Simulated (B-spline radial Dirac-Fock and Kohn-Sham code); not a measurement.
## Relativistic shifts of the levels of Kr¹⁹⁺

System: Kr¹⁹⁺, [Ne] 3s2 3p5.

Both columns are ΔSCF binding energies of the configuration average from a radial finite-basis atomic code: non-relativistic Hartree-Fock with a point nucleus, and Dirac-Fock with a finite nucleus and the Coulomb interaction alone, averaged over the two j levels with weights 2j+1.

| shell | Hartree-Fock (eV) | Dirac-Fock (eV) | shift (eV) | shift (%) |
| --- | --- | --- | --- | --- |
| 1s | 14879.7 | 15138.4 | +258.68 | +1.74 |
| 2s | 2636.4 | 2697.6 | +61.15 | +2.32 |
| 3s | 899.6 | 914.7 | +15.11 | +1.68 |
| 3p | 832.4 | 837.3 | +4.97 | +0.60 |

Relativity binds 1s, 2s, 3s, 3p more strongly, among those listed most of all 2s in relative terms.

Values without a named source are computed, but for edge energies of neutral atoms, which are taken from tables.
